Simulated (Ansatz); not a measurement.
`CC1=C(I)C1` + `[OH][Al]([OH])[SiH3]` → `C[O][Al]([OH])[SiH3]` + `IC1=CC1`  (substitution at a C–C bond)

Isolated molecules relaxed with PBE0-D4/def2-TZVP in Ansatz; ΔE leaves out vibrations. CCSD(T)/CBS adds triple-zeta CCSD(T) − MP2 to the extrapolated MP2 energy (def2 sets, frozen cores). Elements past krypton have def2 core potentials. For I outer-core shells are correlated without core-valence functions, which leaves a few kJ/mol of doubt a bond. One conformer a species, not always the lowest.

| species | CCSD(T)/CBS(def2) energy (Eh) |
| --- | --- |
| `CC1=C(I)C1` | -452.56921 |
| `[OH][Al]([OH])[SiH3]` | -684.56481 |
| `C[O][Al]([OH])[SiH3]` | -723.80257 |
| `IC1=CC1` | -413.29872 |

Problem. Work out ΔE.

Solution. ΔE = (-723.80257) + (-413.29872) − (-452.56921) − (-684.56481) = 0.03273 Eh = +20.5 kcal/mol.

Largest T1 diagnostic among the species: 0.013.

Leaving LDA and LC-ωPBE aside and taking each functional with its dispersion term where it has one, the values, not all of them listed here, spread over 2.3 kcal/mol, from BLYP-D4 to PBE-QIDH. LDA lies +0.9 kcal/mol from PBE without D4. In def2-TZVPP, CCSD(T) changes the Hartree–Fock value by +2.1 kcal/mol (the triples alone add +0.2 kcal/mol) and MP2 by +4.3 kcal/mol. At CCSD(T), def2-SVP lies −2.6 kcal/mol from the extrapolated value and def2-TZVPP −0.5 kcal/mol.
